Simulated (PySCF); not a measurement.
Vertical excitations of a molecule C7H5N from PySCF with TDA-CAM-B3LYP/def2-SVPD, as energy in eV (oscillator strength): 5.31 (0.006), 5.95 (0.225), 6.67 (0.000), 7.16 (0.000), 7.21 (0.651), 7.29 (0.618), 7.38 (0.005), 7.56 (0.000), 7.73 (0.000), 7.79 (0.000). Lowest triplet (TDA): 3.78 eV. Geometry: PBE0-D3(BJ)/def2-SVP. One conformer was computed; it need not be the lowest.

Question: Identify the compound among the candidates.
A) C#Cc1ccncc1
B) C#C/C(C=C)=C\C#N
C) N#Cc1ccccc1
D) C#Cc1cccnc1

Answer: C, N#Cc1ccccc1
